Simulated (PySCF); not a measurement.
Numbering as in the mapped SMILES `[CH3:1][O:2][C:3]([F:4])([F:5])[CH:6]([F:7])[F:8]`. Hydrogens are named by the atom that carries them.

GIAO PBE0/pcSseg-1 shifts (PySCF, gas phase, non-relativistic, equivalent atoms averaged), each against references optimised in the same way as the molecule (TMS, H2O, CFCl3).

On the GFN2-xTB geometry: C3 126.1, C6 116.0, C1 52.6, O2 86.3, F4/F5 -116.9, F7/F8 -156.9, H(C6) 5.87, H(C1) 3.98 ppm.

**Question.** What changes on the PBE0-D3(BJ)/def2-SVP geometry?

**Answer.** 
| atoms | δ (ppm) | change |
| --- | --- | --- |
| C3 | 121.4 | -4.7 |
| C6 | 112.5 | -3.5 |
| C1 | 49.0 | -3.6 |
| O2 | 81.5 | -4.8 |
| F4/F5 | -119.1 | -2.2 |
| F7/F8 | -153.2 | +3.7 |
| H(C6) | 5.41 | -0.46 |
| H(C1) | 3.66 | -0.32 |

Unscaled 19F shifts against computed CFCl3 carry errors that often reach 10 to 50 ppm.

Bonds between heavy atoms that differ most (equivalent bonds averaged): C1–O2 1.436 → 1.419 Å, C3–C6 1.546 → 1.530 Å, C3–F4 1.363 → 1.351 Å, O2–C3 1.332 → 1.340 Å, C6–F7 1.342 → 1.340 Å. Mean change of bonds to hydrogen: C–H +0.008 Å.
